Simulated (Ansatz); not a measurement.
Cost and result for the atomization energy of `N=[C](Cl)[Al]([F])[SiH3]` (10 atoms, 9 bonds).

```xyz
10

N    -2.076    1.160   -0.124
C    -1.132    1.388    0.676
Cl   -1.357    2.698    1.828
Al    0.583    0.406    0.759
F     1.707    0.842    1.876
Si    0.981   -1.429   -0.810
H    -1.849    0.385   -0.750
H     0.900   -0.925   -2.210
H    -0.071   -2.472   -0.646
H     2.313   -2.052   -0.599
```

Charge 0, multiplicity 1. The geometry is a stationary point of PBE0-D4/def2-TZVP. It is one conformer, not always the lowest. Program: Ansatz. All runs use 4 threads of an Arm Neoverse V1 on a shared host. Times are those of one run each, without the atoms' runs, and a repeat can differ threefold. Electronic energies, without spin–orbit coupling; frozen cores. CCSD(T)/CBS adds CCSD(T) − MP2 in def2-TZVPP to the MP2 limit, and its time is that of the two runs behind it. T1 = 0.014.

CCSD(T)/CBS is a level of theory with its own doubt, some kJ/mol a heavy atom from the limit and from the frozen cores, so smaller differences don't rank the functionals.

```
                             level  functions  wall time  atomization (kJ/mol)  difference from CCSD(T)/CBS  per bond
                BLYP-D4/def2-TZVPP        275      2.7 s                3397.7                          8.7       1.0
   PBE-D4/def2-TZVPP (with forces)        275      3.2 s                3470.2                         81.2       9.0
                PBE0-D4/def2-TZVPP        275      4.4 s                3377.3                        -11.7      -1.3
               BHLYP-D4/def2-TZVPP        275      4.7 s                3251.8                       -137.2     -15.2
           CAM-B3LYP-D4/def2-TZVPP        275      5.5 s                3388.7                         -0.3       0.0
r2SCAN-D4/def2-TZVPP (with forces)        275      6.5 s                3398.2                          9.2       1.0
             r2SCANh-D4/def2-TZVPP        275      7.5 s                3363.6                        -25.4      -2.8
                 B2PLYP/def2-TZVPP        275      7.5 s                3339.7                        -49.3      -5.5
                  CCSD(T)/def2-SVP        116      7.5 s                3141.4                       -247.6     -27.5
                 B97M-V/def2-TZVPP        275       12 s                3408.5                         19.5       2.2
                    MP2/def2-QZVPP        501       32 s                3423.4                         34.4       3.8
                CCSD(T)/def2-TZVPP        275    4.5 min                3276.5                       -112.5     -12.5
                 CCSD(T)/CBS(def2)          –      5 min                3389.0                          0.0       0.0
```

From r2SCAN to r2SCAN0 (25 % exact exchange), in def2-TZVPP and without D4, the atomization energy moves by −85.2 kJ/mol: exact exchange takes away binding that semilocal exchange gives to molecules. Leaving LDA and LC-ωPBE aside and taking each functional with its dispersion term where it has one, the values spread over 218.4 kJ/mol, from BHLYP-D4 to PBE-D4. LDA lies +457.9 kJ/mol from PBE without D4, its usual overbinding. In def2-TZVPP, CCSD(T) changes the Hartree–Fock value by +926.1 kJ/mol (the triples alone add +69.5 kJ/mol) and MP2 by +1005.3 kJ/mol; breaking electron pairs costs correlation energy, which Hartree–Fock lacks.
